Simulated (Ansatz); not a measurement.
Frontier orbitals of CH6OSSi (`OC([SiH3])S`).

The species carries charge 0 and has multiplicity 1. All single points use the PBE0-D4/def2-TZVP geometry. It is one conformer, not always the lowest. Basis def2-TZVPP, Ansatz.

Orbital energies of one run (eV). Highest occupied ones, from the top: -8.37, -9.27, -10.57, -11.18, -11.31, -11.73, -13.60, -14.31, -16.15, -17.26, -19.81, -24.05, -32.02, -105.38. Empty: 0.77, 1.47, 1.72, 2.02, 2.50, 2.71.

(1) Which functional gave them?
A. ωB97M-V
B. BHLYP
C. HSE06 (plane-wave form)
D. B97M-V

Answers

(1) B. HOMO energies: BHLYP -8.37, ωB97M-V -9.52, HSE06 -6.87, B97M-V -6.43 eV.
